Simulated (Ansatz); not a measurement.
```xyz
5

F    -2.192    0.097    0.219
Al   -0.584    0.284   -0.024
F    -0.018    1.727   -0.551
Se    0.825   -1.470    0.377
H     1.969   -0.638   -0.022
```

Charge 0, multiplicity 1.

Task: List the PBE0/def2-TZVPP orbital energies in eV (Ansatz). (Estimate.)

Result: Ansatz gave: Occupied: -12362.06, -1584.88, -1529.36, -1421.90, -1421.87, -1421.84, -673.51, -673.48, -215.29, -158.86, -158.76, -158.64, -115.17, -75.28, -75.13, -75.12, -58.86, -58.83, -58.73, -58.65, -58.64, -32.61, -32.39, -20.05, -13.91, -12.95, -12.35, -12.26, -11.90, -11.83, -11.30, -9.52, -7.91. Lowest empty: -1.17, -0.40, -0.21, 1.35, 2.11, 3.45, 4.19, 4.20.
